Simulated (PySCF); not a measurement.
arsenic trifluoride cation (AsF₃), SMILES F[As](F)F (connectivity only; charge and spin as stated), charge +1, multiplicity 2. Atoms are numbered in the order given.

```xyz
4

F      1.3435    -0.7757    -0.3455
As     0.0000     0.0000     0.2827
F      0.0000     1.5514    -0.3455
F     -1.3435    -0.7757    -0.3455
```
Charge +1, spin multiplicity 2.

Geometry optimised at PBE0-D3(BJ)/def2-SVP. The spin state was assumed, not searched.

Level of theory: TDA-PBE/def2-SVPD (PySCF).

Vertical excitations; the highest root listed may be one member of a degenerate set. Isolated molecule, no solvent.

**Question.** List the lowest excited states. (An estimate is asked for; the answer gives what the named calculation found.)

**Answer.** 
```tsv
state	energy (eV)	λ (nm)	f	main pairs
root 1	2.82	440	0.000	β HOMO→LUMO 100 %
root 2	3.16	392	0.000	β HOMO−1→LUMO (degenerate set)
root 3	3.16	392	0.000	β HOMO−2→LUMO (degenerate set)
root 4	3.73	332	0.011	β HOMO−3→LUMO (degenerate set)
root 5	3.73	332	0.011	β HOMO−4→LUMO (degenerate set)
root 6	4.67	266	0.019	β HOMO−5→LUMO 97 %
root 7	5.98	207	0.018	β HOMO−7→LUMO (degenerate set)
root 8	5.98	207	0.018	β HOMO−6→LUMO (degenerate set)
root 9	7.54	165	0.022	α HOMO→LUMO 94 %
root 10	7.95	156	0.070	α HOMO→LUMO+1 91 %
```
Unrestricted roots are not spin-pure.
